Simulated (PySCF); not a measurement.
ZnBr, SMILES [Zn][Br] (connectivity only; charge and spin as stated), neutral, multiplicity 2. Geometry: PBE-D3(BJ)/def2-TZVP. The spin state was assumed, not searched.

Level of theory: PBE-D3(BJ)/def2-TZVP in PySCF.

Harmonic wavenumbers (cm⁻¹): 255. Rotational constants (GHz): 2.594 (linear); symmetry number 1.

**Question.** Work out the zero-point energy and the ideal-gas rigid-rotor harmonic-oscillator thermochemistry at 298.15 K and 1 atm.

**Answer.** ZPE = ½ Σ hcν = ½ × 255 cm⁻¹ = 1.52 kJ/mol. H − E(el) = 11.46 kJ/mol. Entropy in J/(mol K): translation 170.84, rotation 73.01, vibration 7.11, spin 5.76, total 256.72. G − E(el) = -65.08 kJ/mol. Cp = 36.44 J/(mol K).
